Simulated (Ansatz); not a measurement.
Vertical singlet–triplet gap (eV) of eight silicon and germanium compounds: PBE beside CAM-B3LYP, computed with Ansatz (a quantum-chemistry and plane-wave program) for isolated molecules in the bases named; differences from unrounded values. The eight are the first of their class met in an unordered collection, after screening for sound electronic states; none was chosen by its value. Functionals give these values as differences of separate SCF runs (ΔSCF), EOM-CCSD as a root; each molecule has one DFT geometry for both levels.

| molecule | basis | CAM-B3LYP | PBE | difference |
|---|---|---|---|---|
| C2H7F2NSi, SMILES N[SiH2]CC(F)F | def2-SVPD | 6.11 | 5.56 | -0.55 |
| C3H7NSi, SMILES C#C[SiH2]CN | def2-SVPD | 5.18 | 4.93 | -0.25 |
| CH7FOSi2, SMILES CO[Si@@H](F)[SiH3] | def2-TZVPD | 6.12 | 5.53 | -0.59 |
| CH12Si5, SMILES [SiH3][Si]1([SiH3])[SiH2]C[SiH2]1 | def2-SVPD | 5.19 | 4.69 | -0.50 |
| H8N2Si2, SMILES N[SiH](N)[SiH3] | def2-SVPD | 5.71 | 4.93 | -0.78 |
| FGeH6NSi, SMILES F[SiH2][NH][GeH3] | def2-SVPD | 6.18 | 5.64 | -0.54 |
| CH₇GeNO, SMILES [GeH2]([NH]C)[OH] | def2-SVPD | 5.67 | 5.18 | -0.49 |
| F₂H₂OSeSi, SMILES O[Si](F)(F)[SeH] | def2-SVPD | 5.41 | 5.23 | -0.18 |

PBE lies below CAM-B3LYP in 8 and above it in 0 of the eight; the mean signed difference is -0.48 and the largest -0.78 eV.
